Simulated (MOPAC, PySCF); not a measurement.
HAlF2, SMILES `[F][AlH][F]`, neutral singlet in the gas phase. 

Cartesian coordinates (Å):
SMILES: [F][AlH][F]
```xyz
4

F     -1.3365    -0.9129    -0.0416
Al    -0.0027     0.0355     0.0000
F      1.4574    -0.7038     0.0450
H     -0.1183     1.5813    -0.0034
```
Charge 0, spin multiplicity 1.

All levels are single points at this geometry (CAM-B3LYP-D3(BJ)/def2-TZVP); Pople sets use spherical d functions. Orbital energies aren't observables, and empty levels follow the basis.

| level | HOMO (eV) | LUMO (eV) | gap (eV) | dipole (D) | vertical IE, Delta-SCF (eV) |
|---|---|---|---|---|---|
| CAM-B3LYP-D3(BJ)/def2-TZVP in PySCF | -11.65 | -0.03 | 11.62 | 1.39 | 13.23 |
| PBE-D3(BJ)/def2-TZVP in PySCF | -8.67 | -1.64 | 7.03 | 1.29 | 12.54 |
| TPSSh-D3(BJ)/def2-TZVP in PySCF | -9.44 | -1.12 | 8.32 | 1.28 | 12.76 |
| B3LYP/3-21G in PySCF | -9.43 | -0.85 | 8.58 | 1.21 | – |
| B3LYP/6-311+G** in PySCF | -10.07 | -1.31 | 8.77 | 1.59 | – |
| B3LYP/6-31G* in PySCF | -9.71 | -0.85 | 8.86 | 1.21 | 12.83 |
| M06-2X/6-31G* in PySCF | -11.31 | -0.15 | 11.16 | 1.33 | – |
| HF/6-31G* in PySCF | -13.59 | 1.88 | 15.47 | 1.46 | 12.56 |
| HF/STO-3G in PySCF | -9.39 | 9.64 | 19.03 | 0.81 | – |
| AM1 in MOPAC | -11.63 | -0.19 | 11.43 | 1.26 | – |
| PM3 in MOPAC | -11.23 | -2.13 | 9.10 | 0.58 | – |
| PM6 in MOPAC | -12.99 | 1.11 | 14.09 | 2.11 | – |
| PM7 in MOPAC | -13.29 | 0.10 | 13.39 | 0.13 | – |
